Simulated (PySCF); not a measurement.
Structure from NMR data

The spectra below were simulated for a compound C$_{6}$H$_{7}$OP.

$^{1}$H NMR (400 MHz, computed): δ 8.98 (m, 1H), 7.80 (m, 1H), 7.79 (m, 1H), 7.70 (m, 1H), 4.16 (s, 3H).

$^{13}$C{$^{1}$H} NMR (computed): δ 205.2 (C), 161.1 (CH), 136.3 (CH), 132.3 (CH), 127.5 (CH), 59.7 (CH3).

All values are calculated (PySCF): σ from GIAO-PBE0/pcSseg-1, coordinates at the GFN2-xTB level. Single conformer, non-relativistic Hamiltonian, no solvent, rapidly exchanging positions averaged.

Referencing at the same level of theory: TMS for $^{1}$H (σ = 31.72 ppm), $^{13}$C (σ = 186.93 ppm).

Which of these isomers gave the spectra?
A. C#CCP=C=COC
B. COc1ccccp1
C. C=Cc1oc(C)cp1

Results:

B. 

1. 6 carbon signals for 6 carbons: no two carbons are equivalent.
2. Carbon types of the structure: 1 × C, 4 × CH, 1 × CH3, which accounts for all hydrogens.
3. δC 205.2: aromatic carbon bearing oxygen; an ipso carbon deshielded by its heteroatom.
4. δC 161.1, 136.3, 132.3, 127.5: aromatic CH.
5. δC 59.7: methyl carbon bonded to O; deshielded by the electronegative neighbour.
6. δH 8.98, 7.80, 7.79, 7.70: hydrogen on an aromatic CH; it sits in the deshielding region of the aromatic ring current.
7. δH 4.16: hydrogen on a methyl carbon bonded to O; its carbon carries O, an electronegative neighbour.

The others: C#CCP=C=COC would give 4 signals for carbon-bound and other non-exchanging H, not 5; C=Cc1oc(C)cp1 has carbons computed at 205.1, 162.9, 137.9, 129.4, 118.9, 18.2, with a different DEPT pattern.

Splittings by $^{31}$P in the carbon and heteronuclear signals aren't shown, as no couplings were computed. Shifts are as computed. Against solution values, carbons near 30 ppm lie about +3 ppm off and those near 130 ppm about +5 ppm. Of 1211 compounds with measured shifts, 218 miss one by over three times the rms of a fit or turn the order of signals round; such compounds aren't used in these exercises. Multiplicities follow the n + 1 count of equivalent neighbours, as no J values were calculated; m marks all less simple cases, F and P coupling included.
